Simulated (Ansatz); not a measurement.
`C[N](C)[Sn][N](C)C` and `C[N](C)[Sn][Cl]` differ in one atom or group.

Ansatz, PBE0-D4/def2-TZVP geometries, multiplicity 1. Each molecule was computed in one conformer, which needn't be the lowest.

Elements past krypton have def2 core potentials.

```tsv
property	`C[N](C)[Sn][N](C)C`
size of the dipole moment (PBE/def2-TZVPP) / D	0.49
HOMO energy (B3LYP/def2-TZVPP) / eV	-5.46
HOMO–LUMO gap (ωB97M-V/def2-TZVPP) / eV	8.01
LUMO energy (PBE/def2-TZVPP) / eV	-2.04
HOMO–LUMO gap (B3LYP/def2-TZVPP) / eV	3.83
LUMO energy (PBE0/def2-TZVPP) / eV	-1.44
```

Give the same properties after the change, and the shifts. (Best estimate.)

Ansatz gave: 
| property | `C[N](C)[Sn][Cl]` | shift |
| --- | --- | --- |
| size of the dipole moment (PBE/def2-TZVPP) / D | 3.16 | 2.67 |
| HOMO energy (B3LYP/def2-TZVPP) / eV | -6.43 | -0.97 |
| HOMO–LUMO gap (ωB97M-V/def2-TZVPP) / eV | 8.42 | 0.41 |
| LUMO energy (PBE/def2-TZVPP) / eV | -2.68 | -0.64 |
| HOMO–LUMO gap (B3LYP/def2-TZVPP) / eV | 4.16 | 0.33 |
| LUMO energy (PBE0/def2-TZVPP) / eV | -2.07 | -0.63 |

With PBE0 the HOMO falls by 0.97 eV and the LUMO falls by 0.63 eV, so the gap widens by about 0.34 eV. PBE moves the HOMO by -0.98 eV and ωB97M-V by -0.97 eV. Dipoles are sizes alone; their direction can turn.

B3LYP here is the variant with VWN-RPA as its local correlation; programs differ in this.
